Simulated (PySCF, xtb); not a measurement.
Sn(Cl)2(OH)(NH2) (Cl2H3NOSn), SMILES [NH2][Sn]([OH])([Cl])[Cl].

GFN2-xTB (xtb) at its own geometry gives an orbital gap of 3.20 eV and a dipole moment of 1.74 D.

Geometry: B3LYP-D3(BJ)/def2-SVP. The structure was generated by enumeration; whether it is a known compound was not checked. The def2 effective core potentials stand for the cores of Sn; spin–orbit coupling is left out. Other conformers were not sampled.

Task: What does M06-2X/def2-TZVP in PySCF give? (The exact figures need the calculation; the answer reports its results.)

Result: gap 8.59 eV (levels -9.94 and -1.35 eV), dipole 1.42 D.
